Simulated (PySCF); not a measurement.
**`O=C[C@H]([SiH3])O[SiH2]N([SiH3])[SiH3]`: 4 charge schemes on one density**

Species: C2H13NO2Si4.
Z-matrix (Å and degrees, GFN2-xTB geometry), rows numbered from 1:
```
O 
C   1  1.2050
C   2  1.4657  1  124.10
Si  3  1.9339  2  109.85  1   111.46
O   3  1.3889  2  114.00  1    -7.29
Si  5  1.6289  3  129.27  2   -14.60
N   6  1.7396  5  115.56  3    90.83
Si  7  1.7337  6  121.60  5    -0.93
Si  7  1.7377  6  114.58  5  -175.64
H   2  1.1055  1  121.76  3   177.91
H   3  1.0982  2  109.23  1  -129.98
H   4  1.4695  3  106.61  2    72.77
H   4  1.4571  3  110.45  2   -46.70
H   4  1.4583  3  105.38  2  -169.24
H   6  1.4590  5  114.92  3   -41.61
H   6  1.4676  5   95.15  3  -157.21
H   8  1.4705  7  111.85  6   -77.44
H   8  1.4622  7  107.26  6   162.27
H   8  1.4689  7  109.00  6    43.33
H   9  1.4652  7  107.18  6   -47.36
H   9  1.4646  7  111.02  6    72.39
H   9  1.4619  7  107.39  6  -166.63
```

Density: PBE0/pcSseg-1 (PySCF); schemes: Mulliken, IAO, Hirshfeld and ESP-fitted. The structure is a single GFN2-xTB conformer in the gas phase; no vibrational or solvent corrections.

Task: At which atom do the 4 schemes differ most?

Result: At N7: from -1.080 (Mulliken) to -0.349 e (Hirshfeld), 0.731 e apart.

Task: Which atoms carry the lowest charge in the Mulliken, IAO, Hirshfeld and ESP-fitted schemes?

Result: All schemes agree: Mulliken N7 (-1.080); IAO N7 (-1.049); Hirshfeld N7 (-0.349); ESP-fitted N7 (-0.449).

Task: What partial charge does each atom carry?

Result: In e:

```tsv
atom	environment	Mulliken	IAO	Hirshfeld	ESP-fitted
O1	aldehyde oxygen	-0.369	-0.378	-0.170	-0.425
C2	aldehyde carbon	+0.229	+0.236	+0.127	+0.427
C3	sp3 carbon bound to oxygen	-0.171	-0.211	-0.036	-0.139
Si4	SiH3 silicon	+0.507	+0.618	+0.330	+0.339
O5	silyl ether oxygen	-0.635	-0.620	-0.204	-0.339
Si6	oxygen-bound silicon	+0.995	+1.087	+0.380	+0.590
N7	nitrogen bridging silicon atoms	-1.080	-1.049	-0.349	-0.449
Si8	SiH3 silicon	+0.596	+0.736	+0.332	+0.446
Si9	SiH3 silicon	+0.627	+0.741	+0.348	+0.436
H10	formyl hydrogen	+0.100	+0.115	+0.053	+0.016
H11	methine hydrogen	+0.173	+0.166	+0.059	+0.141
H12	Si–H hydrogen	-0.076	-0.120	-0.076	-0.103
H13	Si–H hydrogen	-0.052	-0.100	-0.061	-0.048
H14	Si–H hydrogen	-0.044	-0.088	-0.058	-0.047
H15	Si–H hydrogen	-0.121	-0.160	-0.089	-0.090
H16	Si–H hydrogen	-0.123	-0.172	-0.103	-0.165
H17	Si–H hydrogen	-0.090	-0.146	-0.090	-0.093
H18	Si–H hydrogen	-0.093	-0.125	-0.077	-0.102
H19	Si–H hydrogen	-0.094	-0.137	-0.082	-0.104
H20	Si–H hydrogen	-0.095	-0.134	-0.079	-0.109
H21	Si–H hydrogen	-0.081	-0.139	-0.081	-0.097
H22	Si–H hydrogen	-0.101	-0.121	-0.074	-0.083
```

Mean size of the charges over all atoms: IAO 0.336 e, Mulliken 0.293 e, ESP-fitted 0.218 e, Hirshfeld 0.148 e. Each set sums to the total charge, 0, to within 0.001 e. The Hirshfeld scheme divides the density at each point in proportion to the densities of the neutral, spherically averaged free atoms.

Task: How many electrons does the Mulliken scheme count on Si4?

Result: Z − q = 14 − (+0.507) = 13.493.

Task: Sum the charges by element, for elements with more than one atom.

Result: 
```
element  atoms  Mulliken     IAO  Hirshfeld  ESP-fitted
      O      2    -1.005  -0.998     -0.374      -0.764
      C      2    +0.058  +0.025     +0.090      +0.288
     Si      4    +2.725  +3.182     +1.389      +1.810
      H     13    -0.698  -1.161     -0.757      -0.885
```
